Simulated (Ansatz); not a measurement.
```xyz
9

B     0.5691    0.7028    0.4479
C    -0.7624    0.3609    0.9449
F    -1.0125   -0.3425    2.0260
F    -1.9148    0.6876    0.4027
Ga    0.3232   -0.7977   -1.0593
H     1.5468    0.4595    1.0799
H     0.5773    1.3806   -0.5667
H    -1.0312   -1.0483   -1.8005
H     1.7045   -1.4029   -1.4748
```

Charge 0, multiplicity 1. The bonds changed during the relaxation, so this is another structure than the one it started from.

List the PBE/def2-TZVPP orbital energies in eV (the Gaussian-basis code of Ansatz). (An estimate is asked.)

Computed: Occupied: -10094.17, -1234.09, -1093.81, -1093.71, -1093.68, -661.52, -661.52, -273.67, -176.20, -143.83, -98.46, -98.19, -98.11, -32.90, -31.15, -20.47, -20.37, -20.30, -20.22, -20.21, -17.59, -14.96, -14.52, -13.20, -11.96, -11.01, -10.59, -10.40, -9.42, -8.72, -7.65, -6.33. Lowest empty: -2.57, -2.06, 0.08, 0.48, 0.96, 1.63, 1.92, 2.25.
